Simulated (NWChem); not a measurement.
System: BPH₄O; SMILES OBP

Parts of the log:

```
             Northwest Computational Chemistry Package (NWChem) 7.3.0
             --------------------------------------------------------

                             Geometry "geometry" -> ""
                             -------------------------

 Output coordinates in angstroms (scale by  1.889725989 to convert to a.u.)

  No.       Tag          Charge          X              Y              Z
 ---- ---------------- ---------- -------------- -------------- --------------
    1 B                    5.0000    -0.56171388    -0.69278331    -0.07536856
    2 H                    1.0000    -1.74897188    -0.92406431    -0.20312956
    3 O                    8.0000     0.24798813    -1.76535831     0.03568744
    4 H                    1.0000     1.18621113    -1.53784331     0.10352144
    5 P                   15.0000     0.18537913     1.12630269    -0.02532156
    6 H                    1.0000    -0.43320688     1.38713569     1.31924944
    7 H                    1.0000    -0.96005488     1.76701469    -0.74847456

 Effective nuclear repulsion energy (a.u.)      89.3139353933

                                Z-matrix (autoz)
                                --------

 Units are Angstrom for bonds and degrees for angles

      Type          Name      I     J     K     L     M      Value
      ----------- --------  ----- ----- ----- ----- ----- ----------
    1 Stretch                  1     2                       1.21630
    2 Stretch                  1     3                       1.34847
    3 Stretch                  1     5                       1.96716
    4 Stretch                  3     4                       0.96779
    5 Stretch                  5     6                       1.50285
    6 Stretch                  5     7                       1.49849
    7 Bend                     1     3     4               113.63429
    8 Bend                     1     5     6                91.54343
    9 Bend                     1     5     7                95.32508
   10 Bend                     2     1     3               116.32905
   11 Bend                     2     1     5               123.31368
   12 Bend                     3     1     5               120.35723
   13 Bend                     6     5     7                92.46005
   14 Torsion                  2     1     3     4         177.92814
   15 Torsion                  2     1     5     6          69.71668
   16 Torsion                  2     1     5     7         -22.89897
   17 Torsion                  3     1     5     6        -110.20436
   18 Torsion                  3     1     5     7         157.17999
   19 Torsion                  4     3     1     5          -2.14549

                           NWChem Geometry Optimization
                           ----------------------------

 maximum gradient threshold         (gmax) =   0.000015
 rms gradient threshold             (grms) =   0.000010
 maximum cartesian step threshold   (xmax) =   0.000060
 rms cartesian step threshold       (xrms) =   0.000040
 fixed trust radius                (trust) =   0.300000
 source of zmatrix                         =   autoz

          -------------------
          Energy Minimization
          -------------------

 Using diagonal initial Hessian
 Scaling for Hessian diagonals: bonds = 1.00  angles = 0.25  torsions = 0.10

          --------
          Step   0

                                 NWChem DFT Module
                                 -----------------

 Summary of "ao basis" -> "ao basis" (spherical)
 ------------------------------------------------------------------------------
       Tag                 Description            Shells   Functions and Types
 ---------------- ------------------------------  ------  ---------------------
 B                          def2-svp                 6       14   3s2p1d
 H                          def2-svp                 3        5   2s1p
 O                          def2-svp                 6       14   3s2p1d
 P                          def2-svp                 8       18   4s3p1d

[...]

      ----------------------
      Optimization converged
      ----------------------

  Step       Energy      Delta E   Gmax     Grms     Xrms     Xmax
  ---- ---------------- -------- -------- -------- -------- --------
@   36    -443.43628979  1.4D-10  0.00000  0.00000  0.00003  0.00006
                                     ok       ok       ok       ok

                                Z-matrix (autoz)
                                --------

 Units are Angstrom for bonds and degrees for angles

      Type          Name      I     J     K     L     M      Value     Gradient
      ----------- --------  ----- ----- ----- ----- ----- ---------- ----------
    1 Stretch                  1     2                       1.21044   -0.00000
    2 Stretch                  1     3                       1.34812   -0.00000
    3 Stretch                  1     5                       1.92834    0.00000
    4 Stretch                  3     4                       0.96333   -0.00000
    5 Stretch                  5     6                       1.42866    0.00000
    6 Stretch                  5     7                       1.42365    0.00000
    7 Bend                     1     3     4               114.59622    0.00000
    8 Bend                     1     5     6                99.09872    0.00000
    9 Bend                     1     5     7                96.20453    0.00000
   10 Bend                     2     1     3               116.20497   -0.00000
   11 Bend                     2     1     5               118.56889   -0.00000
   12 Bend                     3     1     5               125.00718    0.00000
   13 Bend                     6     5     7                96.10833   -0.00000
   14 Torsion                  2     1     3     4        -179.60810    0.00000
   15 Torsion                  2     1     5     6         148.35062    0.00000
   16 Torsion                  2     1     5     7          51.12306    0.00000
   17 Torsion                  3     1     5     6         -37.24301    0.00000
   18 Torsion                  3     1     5     7        -134.47057    0.00000
   19 Torsion                  4     3     1     5           5.86686    0.00000

                         Geometry "geometry" -> "geometry"
                         ---------------------------------

 Output coordinates in angstroms (scale by  1.889725989 to convert to a.u.)

[...]

 Rotational Constants
 --------------------
 A=   1.325105 cm-1  (  1.906488 K)
 B=   0.161556 cm-1  (  0.232437 K)
 C=   0.148144 cm-1  (  0.213142 K)

 Temperature                      =   298.15K
 frequency scaling parameter      =   1.0000

 Zero-Point correction to Energy  =   28.445 kcal/mol  (  0.045330 au)
 Thermal correction to Energy     =   31.313 kcal/mol  (  0.049900 au)
 Thermal correction to Enthalpy   =   31.905 kcal/mol  (  0.050843 au)

 Total Entropy                    =   67.402 cal/mol-K
   - Translational                =   38.276 cal/mol-K (mol. weight =  62.0093)
   - Rotational                   =   23.436 cal/mol-K (symmetry #  =        1)
   - Vibrational                  =    5.690 cal/mol-K

 Cv (constant volume heat capacity) =   14.874 cal/mol-K
   - Translational                  =    2.979 cal/mol-K
   - Rotational                     =    2.979 cal/mol-K
   - Vibrational                    =    8.915 cal/mol-K

[normal modes left out]

 ----------------------------------------------------------------------------
 Normal Eigenvalue ||           Projected Infra Red Intensities
  Mode   [cm**-1]  || [atomic units] [(debye/angs)**2] [(KM/mol)] [arbitrary]
 ------ ---------- || -------------- ----------------- ---------- -----------
    1       -0.000 ||    0.000099           0.002         0.096       0.021
    2       -0.000 ||    0.002560           0.059         2.495       0.536
    3       -0.000 ||    0.001169           0.027         1.139       0.245
    4        0.000 ||    0.000431           0.010         0.420       0.090
    5        0.000 ||    0.006486           0.150         6.323       1.357
    6        0.000 ||    0.000433           0.010         0.422       0.091
    7      192.794 ||    0.004417           0.102         4.306       0.925
    8      295.654 ||    0.012834           0.296        12.511       2.686
    9      499.041 ||    0.070806           1.634        69.025      14.819
   10      592.534 ||    0.016394           0.378        15.981       3.431
   11      692.675 ||    0.050374           1.162        49.107      10.543
   12      768.018 ||    0.002414           0.056         2.353       0.505
   13      875.708 ||    0.001481           0.034         1.444       0.310
   14     1011.537 ||    0.088500           2.042        86.275      18.523
   15     1091.557 ||    0.042488           0.980        41.420       8.893
   16     1160.444 ||    0.146063           3.370       142.389      30.571
   17     1374.066 ||    0.273905           6.319       267.016      57.328
   18     2404.654 ||    0.047916           1.105        46.711      10.029
   19     2444.693 ||    0.032994           0.761        32.164       6.906
   20     2615.218 ||    0.134404           3.101       131.024      28.130
   21     3888.673 ||    0.067188           1.550        65.498      14.062
 ----------------------------------------------------------------------------
```

Level: PBE0/def2-SVP. 

Reconstruct the input file.

Several could match; the one computed here: the input that was run:
```
start job
memory heap 200 mb stack 900 mb global 1100 mb
geometry units angstroms noautosym
  B     -0.546616    -0.705173    -0.066074
  H     -1.733874    -0.936454    -0.193835
  O      0.263086    -1.777748     0.044982
  H      1.201309    -1.550233     0.112816
  P      0.200477     1.113913    -0.016027
  H     -0.418109     1.374746     1.328544
  H     -0.944957     1.754625    -0.739180
end
basis spherical
  * library def2-svp
end
dft
  xc pbe0
  grid fine
  iterations 150
end
driver
  maxiter 120
  tight
end
task dft optimize
task dft freq
```
